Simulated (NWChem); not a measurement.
Species: 1,1,1,2-tetrafluoroethane (C$_{2}$H$_{2}$F$_{4}$); SMILES FCC(F)(F)F

```xyz
8

F     -0.0800     1.9526     0.0000
C      0.7855     0.8828     0.0000
C     -0.0131    -0.4095     0.0000
F     -0.7964    -0.5082     1.0873
F     -0.7964    -0.5082    -1.0873
F      0.8437    -1.4543     0.0000
H      1.4135     0.9116     0.8962
H      1.4135     0.9116    -0.8962
```
Atoms are numbered in this order, from 1.

Computed with NWChem. Geometry: optimised at B3LYP/6-31G* (spherical d). Total energies compare along this basis series because the functional is fixed.

```json
[
 {"level": "PBE/3-21G", "basis functions": "58", "energy (Ha)": "-473.7036", "highest occupied level (eV)": "-7.58", "orbital gap (eV)": "8.81", "dipole (D)": "1.71", "relative time": "1"},
 {"level": "PBE/pcseg-1", "basis functions": "94", "energy (Ha)": "-476.2289", "highest occupied level (eV)": "-8.60", "orbital gap (eV)": "8.92", "dipole (D)": "1.92", "relative time": "3"},
 {"level": "PBE/aug-pcseg-1", "basis functions": "156", "energy (Ha)": "-476.2594", "highest occupied level (eV)": "-8.81", "orbital gap (eV)": "8.16", "dipole (D)": "1.92", "relative time": "10"},
 {"level": "PBE/pcseg-2", "basis functions": "208", "energy (Ha)": "-476.5279", "highest occupied level (eV)": "-8.76", "orbital gap (eV)": "8.56", "dipole (D)": "1.96", "relative time": "20"},
 {"level": "PBE/def2-TZVPP", "basis functions": "214", "energy (Ha)": "-476.5308", "highest occupied level (eV)": "-8.67", "orbital gap (eV)": "8.72", "dipole (D)": "1.88", "relative time": "20"}
]
```

Times are rough ratios from one shared machine.
